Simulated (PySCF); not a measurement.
[MnO4]2- (charge -2 and doublet state).
Bonds: Mn1–O2, Mn1–O3, Mn1–O4, Mn1–O5.

Method used: PBE0-D3(BJ)/def2-SVP geometry optimisation, gas phase (PySCF).

Question: Give the optimised bond lengths and angles.

Answer: 
```csv
bond,length (Å)
Mn1–O2 and 3 like bonds,1.629
```

Bonds in one row agree within 0.01 Å and their mean is given. A selection of angles:
```csv
angle,degrees
O2–Mn1–O3,108.7
O2–Mn1–O4,110.8
```

Mn1 (manganese bonded to 4 O) is tetrahedral (angles from 108.7° to 110.8°). All 4 Mn–O bonds measure 1.628 to 1.630 Å.

Not checked by PBE0-D3(BJ)/def2-SVP frequencies. ⟨S²⟩ = 0.773 (exact for a doublet: 0.75). Whether so highly charged an anion holds all its electrons in the gas phase wasn't checked; a finite basis holds them in any case. The ion is multiply charged and computed without counter-ions or solvent.


InH2I.
Bonds: In1–I4. Hydrogens: H2, H3 on In1.

Computed, not measured: PBE0-D3(BJ)/def2-SVP geometry optimisation, gas phase, def2 core potentials past Kr in PySCF.

Task: Give the optimised bond lengths and angles.

Result: 
```tsv
bond	length (Å)
In1–H2, In1–H3	1.716
In1–I4	2.691
```

Bonds in one row agree within 0.01 Å and their mean is given. A selection of angles:
```tsv
angle	degrees
H2–In1–H3	132.6
H2–In1–I4	113.5
```

In1 (indium bonded to I and 2 H) is planar (angles 132.6°, 113.9° and 113.5°, sum 360.0°, 0.00 Å off the plane of its three neighbours).

Point group: C2v (every atom within 0.08 Å of its image). Stationary, but not proved a minimum.
